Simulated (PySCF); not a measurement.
## W⁵⁹⁺: ionisation energy

W⁵⁹⁺ [Ne] 3s2 3p3 (4S) → W⁶⁰⁺ [Ne] 3s2 3p2 (3P), as a difference of total energies. Computed with PySCF 2.14 in an uncontracted even-tempered set (20 s from 16 bohr⁻², ratio 2.2; 14 p from 21 bohr⁻², ratio 2.2; 5 d from 81 bohr⁻², ratio 2.4; 4 f from 120 bohr⁻², ratio 2.4; 4 g from 180 bohr⁻², ratio 2.4), with the spin-free X2C one-electron Hamiltonian (Gaussian nucleus). Correlated levels: outer shells: 1s2 frozen; virtual orbitals above 40 to 60 times the deepest correlated orbital energy dropped. The calculations carry no spin-orbit coupling.

| method | ionisation energy (eV) |
| --- | --- |
| UHF | 6235.7 |
| LDA | 6235.1 |
| PBE | 6236.2 |
| PBE0 | 6236.4 |
| r2SCAN | 6237.8 |
| B3LYP | 6236.9 |
| revPBE | 6236.2 |
| MP2 (outer shells) | 6236.4 |
| SCS-MP2 (outer shells) | 6236.1 |

Spin-orbit coupling is strong in these open shells (close to jj coupling). The scalar numbers leave it out and a first-order estimate fails, so it can dominate the gap to the real levels.

The ground level that NIST lists for one species does not belong to the high-spin term computed here, so part of any gap is the choice of state.

Breit and QED terms and the two-electron picture change are absent.

For comparison: 6093 ± 5 eV (semi-empirical (NIST evaluation); NIST Atomic Spectra Database, ionization energies).
